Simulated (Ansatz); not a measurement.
A nudged elastic band was laid between two geometries of AlH5O2Si (9 atoms, charge 0, multiplicity 1).

All numbers below come from RKS PBE0-D4/def2-SVP in Ansatz 0.2.0.

* movable images: 7
* climbing image: yes
* spring: 5.0 eV/Å²
* optimiser: quadratic models (default)
* start path: through a guess of the saddle point
* force threshold: 0.05 eV/Å
* iteration limit: 60
* end points: relaxed

Initial state:

```xyz
9
Properties=species:S:1:pos:R:3
Al 0.332 -0.406 0.560
H 0.669 -0.258 2.091
O 1.475 -0.133 -0.665
H 2.389 0.122 -0.534
O -1.227 -0.856 0.084
Si -2.593 -1.252 -0.745
H -3.318 -2.349 -0.036
H -3.498 -0.066 -0.841
H -2.267 -1.715 -2.129
```

Final state:

```xyz
9
Properties=species:S:1:pos:R:3
Al -0.377 0.966 0.611
H 1.993 -0.542 0.995
O 1.386 -0.255 0.300
H 0.852 -1.020 0.016
O -1.065 -0.482 -0.166
Si -2.390 -1.212 -0.831
H -2.732 -2.459 -0.076
H -3.586 -0.312 -0.811
H -2.120 -1.596 -2.252
```

Problem. What changes between the two ends?

Solution. Bonds broken: Al1–H2. Bonds formed: H2–O3.

Problem. What energy profile does the band end with?

Solution. The forces met the threshold. The highest image is number 4 of 0 to 8, 67.1 kcal/mol above the first end and 33.7 kcal/mol above the last; the last end lies 33.3 kcal/mol above the first. Neighbouring images differ by up to 1.7 eV, so the band resolves the path poorly. A vibrational analysis at the climbing image gives one clearly imaginary mode, 1452i cm⁻¹: a first-order saddle point. The orbitals stay closed-shell, which can raise the energy where a bond breaks towards radicals; this wasn't checked here.

```tsv
image	path coordinate (Å)	energy (kcal/mol)	Al1–H2 (Å)	H2–O3 (Å)
0	0.00	0.0	1.57	2.87
1	0.73	0.0	1.57	2.87
2	1.47	1.5	1.57	2.77
3	2.20	27.1	1.57	2.10
4	2.93	67.1	1.72	1.35
5	3.61	39.5	2.31	0.98
6	4.29	35.2	2.70	0.97
7	4.97	33.8	2.81	0.97
8	5.65	33.3	2.84	0.97
```

Problem. What is the geometry of the highest image?

Solution. 
```xyz
9
Properties=species:S:1:pos:R:3:forces:R:3
Al -0.079 0.026 0.786 0.00 0.00 0.00
H 1.507 0.291 1.394 0.00 0.00 -0.01
O 1.609 -0.077 0.101 -0.01 -0.01 0.01
H 2.271 -0.644 -0.333 0.00 0.00 0.00
O -1.328 -0.698 -0.123 -0.01 0.01 0.01
Si -2.682 -1.306 -0.839 0.00 0.00 0.00
H -2.970 -2.681 -0.324 0.00 0.00 0.00
H -3.867 -0.438 -0.555 0.00 0.00 0.00
H -2.499 -1.386 -2.321 0.00 0.00 0.00
```

Run time: 3.9 min on 2 threads of Arm Neoverse V2 (shared host), peak memory 0.17 GiB.
